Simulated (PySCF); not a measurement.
## Related systems: charged doped PAH

All values: TDA PBE0/6-31G*, gas phase, PySCF SCF with an in-house response code, fitting set def2-universal-JFIT up to Ne and JKFIT beyond, grid level 1 (kernel 0), vertical, one conformer each, geometries GFN2-xTB; core orbitals frozen in the response, virtual orbitals above 1.5 Eh left out. The lowest 6 singlets were sought, and the brightest is taken among them. The runs took 3 to 4 CPU minutes each on shared server CPUs.

Some members have dark charge-transfer states, which this functional places too low. Without diffuse functions Rydberg states are missing, so unbound LUMOs, wide gaps and states within about 2 eV of the ionisation energy come out too high, and electron affinities are rough.

| system | formula | HOMO-LUMO gap / eV | S1 / eV | vertical IP (ΔSCF) / eV | LUMO / eV | f(S1) |
| --- | --- | --- | --- | --- | --- | --- |
| c1ccc2cc3cc4c(cc[n+]5ccc6ccccc6c45)cc3cc2c1 | [C25H16N]+ | 2.45 | 1.91 | 9.59 | -5.91 | 0.032 |
| c1ccc2cc3cc4c(ccc5ccc6ccccc6c54)cc3cc2c1 | C26H16 | 3.05 | 2.74 | 6.25 | -2.02 | 0.068 |
| c1ccc2cc3cc4ccc5ccc6ccccc6c5c4c[b-]3cc2c1 | [C25H16B]- | 2.88 | 2.44 | 2.49 | 1.57 | 0.036 |
| c1ccc2cc3[s+]c4c(ccc5ccc6ccccc6c54)cc3cc2c1 | [C25H15S]+ | 2.60 | 2.12 | 10.36 | -6.61 | 0.080 |
| c1ccc2cc3cc4c(ccc5cc[n+]6ccccc6c54)cc3cc2c1 | [C25H16N]+ | 2.52 | 2.01 | 9.25 | -5.51 | 0.045 |
